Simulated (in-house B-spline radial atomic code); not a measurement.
# Ionising K⁴⁺ with different functionals

Computed with a radial B-spline atomic code at the basis-set limit: non-relativistic Hamiltonian, point nucleus, spin-polarised at highest spin, spherical fractional occupations for the functionals, and exact exchange of hybrids averaged over the configuration. The ionisation energy is the difference of two self-consistent energies, [Ne] 3s2 3p3 → [Ne] 3s2 3p2, without Breit or QED terms; ε is the level of the shell that loses the electron (its least bound occupied spin orbital).

```tsv
method	rung	ΔSCF (eV)	-ε(3p) (eV)
PBE0	global hybrid	82.04	75.74
B3LYP	global hybrid	81.93	75.13
TPSSh	global hybrid	82.22	74.58
M06-2X	global hybrid	?	?
BHandHLYP	global hybrid	81.86	77.79
r2SCAN0	global hybrid	82.53	76.35
B97-1	global hybrid	81.86	75.15
HSE06	range-separated hybrid	82.02	75.30
wB97X	range-separated hybrid	?	?
CAM-B3LYP	range-separated hybrid	81.89	77.06
LC-wPBE	range-separated hybrid	82.08	78.69
```

Q: What does wB97X give?

A: ΔSCF 81.84 eV, and -ε(3p) = 78.17 eV.

Q: What does M06-2X give?

A: ΔSCF 81.40 eV, and -ε(3p) = 77.60 eV.

Q: Among the functionals, which spreads more, the ΔSCF values or the orbital energies?

A: The orbital energies: ΔSCF values span about 1.13 eV and the orbital energies 4.11 eV.

Q: How do they compare with the NIST value?

A: NIST lists 82.7 eV ± 0.16 (semi-empirical, ground level to ground level). Errors run from -1.26 to -0.13 eV; r2SCAN0 is closest (-0.13 eV), but part of that can be cancellation, since the calculations leave out relativity, Breit-QED terms, multiplet and fine-structure energies.
